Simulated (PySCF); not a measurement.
Problem. What does the PBE0-D3(BJ)/def2-SVP structure of 2-butoxy-1,3,2-dioxaphospholane 2-oxide (`CCCCOP1(=O)OCCO1`) look like in three dimensions?

Solution. 
```
atom  x, y, z in Å
C1    -3.3109   -0.8675    0.1811
C2    -2.4885    0.3762    0.4773
C3    -0.9889    0.1309    0.3899
C4    -0.1755    1.3665    0.7089
O5     1.2261    1.0827    0.7481
P6     2.0375    0.9233   -0.6229
O7     1.3907    1.5334   -1.7932
O8     3.5205    1.3950   -0.1764
C9     4.4533    0.3275   -0.2427
C10    3.6201   -0.9462   -0.1047
O11    2.3985   -0.6570   -0.7619
H12   -3.1120   -1.6622    0.9178
H13   -4.3901   -0.6542    0.2040
H14   -3.0716   -1.2743   -0.8142
H15   -2.7395    0.7555    1.4840
H16   -2.7670    1.1809   -0.2255
H17   -0.6912   -0.6775    1.0796
H18   -0.7298   -0.2094   -0.6280
H19   -0.3613    2.1579   -0.0348
H20   -0.4219    1.7592    1.7066
H21    4.9823    0.3619   -1.2100
H22    5.1845    0.4437    0.5690
H23    3.4270   -1.1863    0.9552
H24    4.0876   -1.8143   -0.5893
```

Any rigid rotation of these coordinates is as good. Atoms count from 1 in this order. The O–P distances run from 1.470 Å (P6=O7, drawn double) to 1.627 Å (P6–O11, drawn single), a spread of 0.157 Å. O8 (oxygen bonded to C and P) is bent (angle 111.7°). P6 (phosphoryl phosphorus) has angles from 95.9° to 120.1°. Of the pairs four or more bonds apart, O7···H19 is among the closest relative to their van der Waals radii: 2.56 Å, 94 % of the sum of Bondi's values.

Bonds between heavy atoms (Å): C1–C2 1.520, C2–C3 1.522, C3–C4 1.513, C4–O5 1.431, O5–P6 1.601, P6=O7 1.470, P6–O8 1.619, O8–C9 1.419, C9–C10 1.528, C10–O11 1.417, P6–O11 1.627.

Level of theory: PBE0-D3(BJ)/def2-SVP geometry optimisation, gas phase (PySCF).

Point group: C1 (no symmetry element, even within 0.4 Å). Stationary, but not proved a minimum. The numbers are those of one conformer (C1–C2–C3–C4 -179°, C2–C3–C4–O5 174°, C3–C4–O5–P6 78°, C4–O5–P6–O7 20°, O5–P6–O8–C9 114°, P6–O8–C9–C10 -25°, O8–C9–C10–O11 35°, C9–C10–O11–P6 -32°).

Hardware: one thread of an Arm Neoverse V2, no GPU, shared host with 96 logical CPUs at a one-minute load of 42. Cost: 5.9 min, 1.2 GiB resident at most. This is the geometry optimisation.
